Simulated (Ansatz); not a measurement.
Two isomers of CH7BSi2: A = `B1C[SiH2][SiH2]1`, B = `CB1[SiH2][SiH2]1`.

Computed with Ansatz on PBE0-D4/def2-TZVP structures; ΔE is electronic, products minus reactants. CBS: MP2 limit from def2 TZ/QZ plus the TZ coupled-cluster correction, frozen cores. Functionals use def2-TZVPP. B3LYP here is the variant with VWN-RPA as its local correlation; programs differ in this.

(1) Which is lower in electronic energy at CCSD(T)/CBS, and by how much? (An estimate is asked.)

(2) Give E(B) − E(A) in kcal/mol with MP2/def2-TZVPP, ωB97M-V, LDA (SPW92), B3LYP-D4, PBE0-D4, CCSD(T)/def2-TZVPP, B2PLYP. (An estimate is asked.)

(3) Does the order hold for the free energy at 298.15 K (harmonic terms from PBE0-D4)? (An estimate is asked.)

Largest T1 diagnostic: 0.015.

Results:

(1) Computed: A, by 19.7 kcal/mol.

(2) Ansatz gave: MP2/def2-TZVPP 20.2, ωB97M-V 20.8, LDA (SPW92) 18.9, B3LYP-D4 18.3, PBE0-D4 20.0, CCSD(T)/def2-TZVPP 19.2, B2PLYP 18.6. None reverses the order clearly.

(3) Ansatz gave: Yes: G(B) − G(A) = +19.0 kcal/mol.

Leaving LDA and LC-ωPBE aside and taking each functional with its dispersion term where it has one, the values, not all of them listed here, spread over 5.7 kcal/mol, from BLYP-D4 to ωB97X-V. LDA lies +1.5 kcal/mol from PBE without D4. From PBE to PBE0 (25 % exact exchange), in def2-TZVPP and without D4, E(B) − E(A) moves by +2.3 kcal/mol.
